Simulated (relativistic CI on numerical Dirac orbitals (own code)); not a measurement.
## Level scheme of Te III

Method of calculation: Dirac-Coulomb-Breit CI, orbitals from a KLI potential per configuration, model QED, valence Slater integrals scaled by 0.85, P86 correlation estimate, and configurations built on the next ion tied to the tabulated ionisation energy (semi-empirical) (own radial code, finite nucleus).

Configurations in the expansion (outside the closed core [Kr] 4d10): 5s²5p², 5s²5p5d, 5s²5p6s, 5s²5p6p, 5s²5p6d, 5s²5p7s, 5s²5p5f, 5s²5p6f, 5s5p³, 5p⁴, 5s²5d², 5s5p²5d, 5s²4f², 5s²5p4f, 5s5p²5f, 5s²5p7p, 5s²5f², 5s²5p5g, 5s²5p7d, 5p²5d², 5s5p²6s, 5s²5p7f, 5s²4f5d, 5s5p6s². Levels of other configurations are missing.

The lowest level is 5s²5p² ³P0, with 91 % of that term; Hund's rules for 5s²5p² give ³P with J = 0, in agreement.

| No. | Configuration | Term | J | E (cm⁻¹) | % | Next component (%) | Landé g |
| --- | --- | --- | --- | --- | --- | --- | --- |
| 1 | 5s²5p² | ³P | 0 | 0.0 | 91 | 7 ¹S |  |
| 2 | 5s²5p² | ³P | 1 | 4597.4 | 97 | 2 5s5p²5d ³P | 1.501 |
| 3 | 5s²5p² | ³P | 2 | 7962.7 | 77 | 20 ¹D | 1.396 |
| 4 | 5s²5p² | ¹D | 2 | 17026.9 | 76 | 20 ³P | 1.105 |
| 5 | 5s²5p² | ¹S | 0 | 29310.2 | 89 | 7 ³P |  |
| 6 | 5s5p³‡ | ⁵S° | 2 | 62674.0 | 98 | 2 ³P° | 1.989 |
| 7 | 5s5p³‡ | ³D° | 1 | 83757.0 | 74 | 18 5s²5p5d ³D° | 0.572 |
| 8 | 5s5p³‡ | ³D° | 2 | 83973.4 | 71 | 17 5s²5p5d ³D° | 1.205 |
| 9 | 5s5p³‡ | ³D° | 3 | 86020.1 | 81 | 18 5s²5p5d ³D° | 1.333 |
| 10 | 5s5p³‡ | ³P° | 2 | 96054.4 | 35 | 25 5s²5p5d ¹D° | 1.260 |
| 11 | 5s5p³‡ | ³P° | 0 | 96687.6 | 80 | 19 5s²5p5d ³P° |  |
| 12 | 5s5p³‡ | ³P° | 1 | 97246.8 | 73 | 19 5s²5p5d ³P° | 1.438 |
| 13 | 5s²5p5d | ¹D° | 2 | 101212.7 | 34 | 28 5s5p³ ³P° | 1.130 |
| 14 | 5s²5p5d | ³F° | 2 | 105804.9 | 76 | 13 ¹D° | 0.758 |
| 15 | 5s²5p5d | ³F° | 3 | 107182.6 | 95 | 2 ¹F° | 1.087 |
| 16 | 5s²5p6s | ³P° | 0 | 109854.7 | 99 | 1 5s5p³ ³P° |  |
| 17 | 5s²5p6s | ³P° | 1 | 110077.7 | 67 | 27 ¹P° | 1.339 |
| 18 | 5s²5p5d | ³F° | 4 | 112031.9 | 99 |  | 1.250 |
| 19 | 5s²5p5d | ¹P° | 1 | 116550.2 | 35 | 21 5s²5p6s ³P° | 1.086 |
| 20 | 5s²5p6s | ³P° | 2 | 118460.5 | 84 | 6 5s²5p5d ³P° | 1.480 |
| 21 | 5s²5p5d | ³P° | 2 | 120124.7 | 40 | 25 ³D° | 1.384 |
| 22 | 5s²5p5d | ³D° | 1 | 120680.6 | 38 | 20 ³P° | 0.936 |
| 23 | 5s²5p6s | ¹P° | 1 | 124016.9 | 33 | 25 5s5p³ ¹P° | 1.126 |
| 24 | 5s²5p5d | ³D° | 3 | 125252.6 | 66 | 14 ¹F° | 1.275 |
| 25 | 5s²5p5d | ³P° | 0 | 125560.9 | 80 | 19 5s5p³ ³P° |  |
| 26 | 5s²5p5d | ³P° | 1 | 126268.9 | 47 | 28 ³D° | 1.161 |
| 27 | 5s²5p5d | ³D° | 2 | 127002.9 | 50 | 25 ³P° | 1.273 |
| 28 | 5s²5p6p | ³D | 1 | 129578.8 | 61 | 34 ¹P | 0.718 |
| 29 | 5s²5p5d | ¹F° | 3 | 130856.3 | 79 | 14 ³D° | 1.056 |
| 30 | 5s5p³‡ | ³S° | 1 | 131902.3 | 75 | 12 5s²5p5d ¹P° | 1.795 |
| 31 | 5s²5p6p | ³P | 1 | 132884.6 | 44 | 19 ³D | 1.300 |
| 32 | 5s²5p6p | ³P | 0 | 133095.5 | 87 | 12 ¹S |  |
| 33 | 5s²5p6p | ³D | 2 | 133344.6 | 70 | 15 ³P | 1.193 |
| 34 | 5s5p³‡ | ¹D° | 2 | 136638.7 | 65 | 26 5s²5p5d ¹D° | 1.026 |
| 35 | 5s²5p6p | ³P | 1 | 139231.8 | 43 | 37 ¹P | 1.128 |
| 36 | 5s²5p6p | ³P | 2 | 140752.5 | 64 | 25 ³D | 1.369 |
| 37 | 5s²5p6p | ³D | 3 | 140996.9 | 98 | 1 5s5p²6s ³D | 1.334 |
| 38 | 5s²5p6p | ³S | 1 | 142581.8 | 79 | 11 ³P | 1.855 |
| 39 | 5s²5p6p | ¹D | 2 | 144572.6 | 76 | 20 ³P | 1.106 |
| 40 | 5s5p³‡ | ¹P° | 1 | 144750.8 | 58 | 24 5s²5p5d ¹P° | 1.049 |
| 41 | 5s²5p6p | ¹S | 0 | 148903.8 | 86 | 11 ³P |  |
| 42 | 5s²5p4f | ³G | 3 | 155239.4 | 48 | 39 ¹F | 0.881 |
| 43 | 5s²5p4f | ³F | 3 | 156195.5 | 46 | 23 ³D | 1.093 |
| 44 | 5s²5p4f | ³G | 4 | 156737.2 | 44 | 37 ³F | 1.124 |
| 45 | 5s²5p4f | ³F | 2 | 157143.8 | 70 | 12 ³D | 0.769 |

Energies count from the lowest computed level; ° marks odd parity. ‡ marks configurations that were not tied to measured data.

The mean weight of the leading LS term, summed over parents, in these 45 levels is 68 %, and that of the leading jj configuration (from the same eigenvectors) 68 %.

Configurations that consist of the next ion and one excited electron were tied to the tabulated ionisation energy; Rydberg ones are usually within 1,000 to 3,000 cm⁻¹ and the lowest ones within about 6,000 (9,000 in d shells), while levels on excited terms of the next ion carry the error of that term, and the other configurations can be misplaced by 10,000 cm⁻¹ or more. Rates follow the energies as ν³ (E1, M1) or ν⁵ (E2), so rates, branching and lifetimes can be off by large factors. The fine structure of a lone outer electron comes out too small, for d and f at times inverted, and misplaced configurations move strength between like terms. 44 of the 68 excited levels that our extract of the measured tables holds in this range could be paired (the sources list more); they are missed by 1491 cm⁻¹ on average and 4349 at most, and levels without a partner can miss by more.

LS names give the leading component of a level, which can be under half, so a name can repeat, a term be missing and a line seem to break the LS rules.
